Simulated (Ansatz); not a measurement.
InH₂Cl⁻. Total charge -1; doublet. Geometry PBE0-D4/def2-TZVP, that of the neutral singlet; atoms count from 1.

Cartesian coordinates in Å:
```
In -0.252 -0.017 -0.045
H -0.656 -1.364 -1.011
H -1.141 1.241 0.687
Cl 2.049 0.141 0.369
```

In the def2 sets In takes a core potential; there is no spin–orbit coupling. The highest occupied level of the charge -1 doublet lies above zero (up to 1.12 eV). By energy differences its removal costs 0.48 eV (vertical, to the charge 0 singlet, at PBE0-D4/def2-TZVPD); a positive level beside a positive removal energy at the same level points to self-interaction error.

Problem. Estimate the Mulliken populations from the PBE0/def2-TZVPD orbitals of Ansatz.

Solution. 
```tsv
atom	charge (e)	spin (α − β)
In1	-0.30	1.14
H2	-0.07	-0.06
H3	-0.07	-0.06
Cl4	-0.55	-0.03
```
Mulliken values and Mayer orders depend strongly on the basis. With diffuse functions, as here, like atoms can get unlike values, and bond orders can come out too low or too high.

Problem. Where does the spin sit?

Solution. Summed by element: In 1.14, H -0.12, Cl -0.03, of 1 unpaired in all. Largest on single atoms: In1 1.14, H2 -0.06, H3 -0.06.

Problem. And the Mayer bond orders between bonded heavy atoms (over 0.3)?

Solution. In1–Cl4 0.61 (2.34 Å).
